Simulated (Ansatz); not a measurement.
# Molecular dynamics of C3H10Si

Input:

```yaml
crystal:
  periodic: [false, false, false]
  atoms:
    - { symbol: Si, position_ang: [-0.009048, 0.042766, -0.004144] }
    - { symbol: C, position_ang: [0.038274, -0.045575, 1.867559] }
    - { symbol: H, position_ang: [-0.969891, -0.135347, 2.286708] }
    - { symbol: H, position_ang: [0.617545, -0.90983, 2.210759] }
    - { symbol: H, position_ang: [0.496464, 0.852177, 2.296951] }
    - { symbol: H, position_ang: [1.344925, 0.165854, -0.505776] }
    - { symbol: C, position_ang: [-1.000323, 1.537791, -0.547819] }
    - { symbol: H, position_ang: [-2.034335, 1.480399, -0.190525] }
    - { symbol: H, position_ang: [-0.566789, 2.465724, -0.158895] }
    - { symbol: H, position_ang: [-1.031559, 1.61884, -1.639944] }
    - { symbol: C, position_ang: [-0.778047, -1.519586, -0.697708] }
    - { symbol: H, position_ang: [-1.80219, -1.654216, -0.332809] }
    - { symbol: H, position_ang: [-0.817659, -1.491678, -1.79221] }
    - { symbol: H, position_ang: [-0.204568, -2.407418, -0.409347] }
basis:
  gaussian: { orbitals: STO-3G }
hamiltonian:
  xc: r2scan
  dispersion: d4
md:
  timestep: 0.25
  n_steps: 100
  ensemble: nvt_nose_hoover
  temperature: 300.0
  initial_velocities: maxwell_boltzmann
  seed: 408272
```

Launched with:

```bash
$ ansatz run input.yaml --threads 1 --pin off --max-ram 2048MiB --backend cpu --events-out ev --progress --plain --runs-dir out
```

It starts from a relaxed structure.

Output, in part (one step line in 2, the closing report, with atoms numbered from 0):

```
md step     0: t =     0.00 fs  T =   300.0 K  F+E_penalty+E_count = -11021.17269307 eV  E_kin = 0.465336 eV  conserved = -11020.70735707 eV  (20 SCF iters)
md step     2: t =     0.50 fs  T =   292.3 K  F+E_penalty+E_count = -11021.16069838 eV  E_kin = 0.453394 eV  conserved = -11020.70730465 eV  (18 SCF iters)
md step     4: t =     1.00 fs  T =   271.2 K  F+E_penalty+E_count = -11021.12783902 eV  E_kin = 0.420665 eV  conserved = -11020.70717499 eV  (17 SCF iters)
md step     6: t =     1.50 fs  T =   241.8 K  F+E_penalty+E_count = -11021.08210772 eV  E_kin = 0.375097 eV  conserved = -11020.70701391 eV  (18 SCF iters)
md step     8: t =     2.00 fs  T =   210.6 K  F+E_penalty+E_count = -11021.03349281 eV  E_kin = 0.326628 eV  conserved = -11020.70687416 eV  (17 SCF iters)
md step    10: t =     2.50 fs  T =   183.1 K  F+E_penalty+E_count = -11020.99071501 eV  E_kin = 0.283938 eV  conserved = -11020.70679491 eV  (17 SCF iters)
md step    12: t =     3.00 fs  T =   162.5 K  F+E_penalty+E_count = -11020.95877670 eV  E_kin = 0.252020 eV  conserved = -11020.70678871 eV  (17 SCF iters)
md step    14: t =     3.50 fs  T =   149.2 K  F+E_penalty+E_count = -11020.93816744 eV  E_kin = 0.231378 eV  conserved = -11020.70683925 eV  (17 SCF iters)
md step    16: t =     4.00 fs  T =   141.2 K  F+E_penalty+E_count = -11020.92582360 eV  E_kin = 0.218983 eV  conserved = -11020.70691260 eV  (17 SCF iters)
md step    18: t =     4.50 fs  T =   135.6 K  F+E_penalty+E_count = -11020.91723623 eV  E_kin = 0.210363 eV  conserved = -11020.70697139 eV  (17 SCF iters)
md step    20: t =     5.00 fs  T =   130.2 K  F+E_penalty+E_count = -11020.90877925 eV  E_kin = 0.201919 eV  conserved = -11020.70698948 eV  (17 SCF iters)
md step    22: t =     5.50 fs  T =   124.2 K  F+E_penalty+E_count = -11020.89938716 eV  E_kin = 0.192594 eV  conserved = -11020.70695835 eV  (21 SCF iters)
md step    24: t =     6.00 fs  T =   118.8 K  F+E_penalty+E_count = -11020.89101540 eV  E_kin = 0.184327 eV  conserved = -11020.70689368 eV  (18 SCF iters)
md step    26: t =     6.50 fs  T =   116.8 K  F+E_penalty+E_count = -11020.88768167 eV  E_kin = 0.181102 eV  conserved = -11020.70682857 eV  (18 SCF iters)
md step    28: t =     7.00 fs  T =   120.5 K  F+E_penalty+E_count = -11020.89339159 eV  E_kin = 0.186888 eV  conserved = -11020.70680163 eV  (17 SCF iters)
md step    30: t =     7.50 fs  T =   131.1 K  F+E_penalty+E_count = -11020.90976891 eV  E_kin = 0.203288 eV  conserved = -11020.70683802 eV  (17 SCF iters)
md step    32: t =     8.00 fs  T =   147.0 K  F+E_penalty+E_count = -11020.93452790 eV  E_kin = 0.228021 eV  conserved = -11020.70693476 eV  (17 SCF iters)
md step    34: t =     8.50 fs  T =   164.5 K  F+E_penalty+E_count = -11020.96167258 eV  E_kin = 0.255126 eV  conserved = -11020.70705972 eV  (17 SCF iters)
md step    36: t =     9.00 fs  T =   178.5 K  F+E_penalty+E_count = -11020.98347642 eV  E_kin = 0.276924 eV  conserved = -11020.70716584 eV  (17 SCF iters)
md step    38: t =     9.50 fs  T =   184.9 K  F+E_penalty+E_count = -11020.99336071 eV  E_kin = 0.286874 eV  conserved = -11020.70721324 eV  (17 SCF iters)
md step    40: t =    10.00 fs  T =   181.8 K  F+E_penalty+E_count = -11020.98834868 eV  E_kin = 0.282008 eV  conserved = -11020.70718644 eV  (17 SCF iters)
md step    42: t =    10.50 fs  T =   170.1 K  F+E_penalty+E_count = -11020.97004517 eV  E_kin = 0.263911 eV  conserved = -11020.70709905 eV  (17 SCF iters)
md step    44: t =    11.00 fs  T =   153.4 K  F+E_penalty+E_count = -11020.94381329 eV  E_kin = 0.237907 eV  conserved = -11020.70698670 eV  (17 SCF iters)
md step    46: t =    11.50 fs  T =   136.0 K  F+E_penalty+E_count = -11020.91658579 eV  E_kin = 0.210883 eV  conserved = -11020.70689132 eV  (17 SCF iters)
md step    48: t =    12.00 fs  T =   121.7 K  F+E_penalty+E_count = -11020.89427654 eV  E_kin = 0.188724 eV  conserved = -11020.70684368 eV  (17 SCF iters)
md step    50: t =    12.50 fs  T =   112.4 K  F+E_penalty+E_count = -11020.87986917 eV  E_kin = 0.174406 eV  conserved = -11020.70685172 eV  (17 SCF iters)
md step    52: t =    13.00 fs  T =   108.0 K  F+E_penalty+E_count = -11020.87290599 eV  E_kin = 0.167493 eV  conserved = -11020.70689980 eV  (17 SCF iters)
md step    54: t =    13.50 fs  T =   106.4 K  F+E_penalty+E_count = -11020.87044392 eV  E_kin = 0.165074 eV  conserved = -11020.70695743 eV  (17 SCF iters)
md step    56: t =    14.00 fs  T =   105.5 K  F+E_penalty+E_count = -11020.86893895 eV  E_kin = 0.163638 eV  conserved = -11020.70699282 eV  (18 SCF iters)
md step    58: t =    14.50 fs  T =   103.8 K  F+E_penalty+E_count = -11020.86623974 eV  E_kin = 0.161056 eV  conserved = -11020.70698438 eV  (18 SCF iters)
md step    60: t =    15.00 fs  T =   101.8 K  F+E_penalty+E_count = -11020.86293346 eV  E_kin = 0.157918 eV  conserved = -11020.70692899 eV  (18 SCF iters)
md step    62: t =    15.50 fs  T =   101.7 K  F+E_penalty+E_count = -11020.86252611 eV  E_kin = 0.157711 eV  conserved = -11020.70684465 eV  (17 SCF iters)
md step    64: t =    16.00 fs  T =   106.8 K  F+E_penalty+E_count = -11020.87026825 eV  E_kin = 0.165654 eV  conserved = -11020.70676789 eV  (17 SCF iters)
md step    66: t =    16.50 fs  T =   120.2 K  F+E_penalty+E_count = -11020.89087195 eV  E_kin = 0.186425 eV  conserved = -11020.70674083 eV  (17 SCF iters)
md step    68: t =    17.00 fs  T =   142.9 K  F+E_penalty+E_count = -11020.92591319 eV  E_kin = 0.221585 eV  conserved = -11020.70679217 eV  (17 SCF iters)
md step    70: t =    17.50 fs  T =   172.7 K  F+E_penalty+E_count = -11020.97210187 eV  E_kin = 0.267856 eV  conserved = -11020.70691995 eV  (18 SCF iters)
md step    72: t =    18.00 fs  T =   204.6 K  F+E_penalty+E_count = -11021.02144927 eV  E_kin = 0.317295 eV  conserved = -11020.70708753 eV  (18 SCF iters)
md step    74: t =    18.50 fs  T =   231.8 K  F+E_penalty+E_count = -11021.06354357 eV  E_kin = 0.359544 eV  conserved = -11020.70723747 eV  (18 SCF iters)
md step    76: t =    19.00 fs  T =   248.4 K  F+E_penalty+E_count = -11021.08907812 eV  E_kin = 0.385340 eV  conserved = -11020.70731690 eV  (18 SCF iters)
md step    78: t =    19.50 fs  T =   251.3 K  F+E_penalty+E_count = -11021.09312024 eV  E_kin = 0.389758 eV  conserved = -11020.70729926 eV  (18 SCF iters)
md step    80: t =    20.00 fs  T =   241.0 K  F+E_penalty+E_count = -11021.07673857 eV  E_kin = 0.373837 eV  conserved = -11020.70719531 eV  (18 SCF iters)
md step    82: t =    20.50 fs  T =   221.7 K  F+E_penalty+E_count = -11021.04635863 eV  E_kin = 0.343944 eV  conserved = -11020.70704685 eV  (18 SCF iters)
md step    84: t =    21.00 fs  T =   199.4 K  F+E_penalty+E_count = -11021.01119293 eV  E_kin = 0.309229 eV  conserved = -11020.70690815 eV  (18 SCF iters)
md step    86: t =    21.50 fs  T =   179.4 K  F+E_penalty+E_count = -11020.97986362 eV  E_kin = 0.278268 eV  conserved = -11020.70682483 eV  (18 SCF iters)
md step    88: t =    22.00 fs  T =   165.2 K  F+E_penalty+E_count = -11020.95759793 eV  E_kin = 0.256277 eV  conserved = -11020.70681567 eV  (18 SCF iters)
md step    90: t =    22.50 fs  T =   157.3 K  F+E_penalty+E_count = -11020.94503736 eV  E_kin = 0.243916 eV  conserved = -11020.70686938 eV  (18 SCF iters)
md step    92: t =    23.00 fs  T =   153.4 K  F+E_penalty+E_count = -11020.93892014 eV  E_kin = 0.237967 eV  conserved = -11020.70695200 eV  (18 SCF iters)
md step    94: t =    23.50 fs  T =   150.5 K  F+E_penalty+E_count = -11020.93414043 eV  E_kin = 0.233368 eV  conserved = -11020.70702358 eV  (18 SCF iters)
md step    96: t =    24.00 fs  T =   145.5 K  F+E_penalty+E_count = -11020.92626826 eV  E_kin = 0.225719 eV  conserved = -11020.70705121 eV  (18 SCF iters)
md step    98: t =    24.50 fs  T =   137.5 K  F+E_penalty+E_count = -11020.91361387 eV  E_kin = 0.213342 eV  conserved = -11020.70702028 eV  (21 SCF iters)
md step   100: t =    25.00 fs  T =   127.8 K  F+E_penalty+E_count = -11020.89813128 eV  E_kin = 0.198176 eV  conserved = -11020.70694042 eV  (21 SCF iters)
Total energy: -11020.89813842 eV, -405.0105363541 hartree
Atom 0 at    -0.025488     0.006303     0.002907 Å, force     0.801405     0.219854    -0.042431 eV/Å
Atom 1 at     0.048474     0.038295     1.888914 Å, force     0.621586    -0.396541     0.095578 eV/Å
Atom 2 at    -0.957856     0.000015     2.296791 Å, force    -0.379920    -0.646636     0.210097 eV/Å
Atom 3 at     0.696101    -0.759615     2.325390 Å, force    -0.767391     0.421373    -0.277514 eV/Å
Atom 4 at     0.422645     0.987600     2.284640 Å, force     0.395937     0.177917    -0.420416 eV/Å
Atom 5 at     1.290164     0.122694    -0.581696 Å, force     0.255818    -0.025641     0.197625 eV/Å
Atom 6 at    -0.973341     1.510272    -0.497352 Å, force    -1.727916     0.376343    -0.052196 eV/Å
Atom 7 at    -1.933472     1.533816     0.062701 Å, force     0.253841    -0.193482    -0.576857 eV/Å
Atom 8 at    -0.530281     2.463507    -0.245748 Å, force     0.812589     0.331590     0.160764 eV/Å
Atom 9 at    -1.201666     1.551501    -1.574903 Å, force    -0.029332    -0.168684     0.291994 eV/Å
Atom 10 at    -0.779386    -1.512556    -0.788657 Å, force     0.140411    -1.244971     1.435717 eV/Å
Atom 11 at    -1.833259    -1.652708    -0.492788 Å, force     0.065296     0.352905    -0.853577 eV/Å
Atom 12 at    -0.578235    -1.559010    -1.857066 Å, force    -0.684723     0.430388    -0.399235 eV/Å
Atom 13 at    -0.311240    -2.442579    -0.420964 Å, force     0.242399     0.365584     0.230451 eV/Å
Dipole moment:    -0.034796    -0.041952     0.050674 e Å
```

The run went to its last step. The conserved energy stayed within 0.044 meV per atom of its start (net change 0.03 meV per atom), so the integration is sound. The mean temperature of the second half is 47 % below the set value. A run of 0.025 ps of so small a system gives no equilibrium averages. Limits of this set-up: minimal basis.

The same pairs are bonded in the first frame and the last. Pairs count as bonded within 1.25 times the sum of covalent radii (0.12 Å more for H–H).

Last frame:

```xyz
14
Properties=species:S:1:pos:R:3
Si -0.025 0.006 0.003
C 0.049 0.038 1.889
H -0.958 0.000 2.297
H 0.696 -0.760 2.325
H 0.423 0.988 2.285
H 1.290 0.123 -0.582
C -0.973 1.510 -0.497
H -1.933 1.534 0.063
H -0.530 2.463 -0.246
H -1.202 1.552 -1.575
C -0.779 -1.513 -0.789
H -1.833 -1.653 -0.493
H -0.578 -1.559 -1.857
H -0.311 -2.443 -0.421
```

Time of the run: 6.1 min on 1 thread of Arm Neoverse V1, with other jobs on the host, peak memory 0.1 GiB.
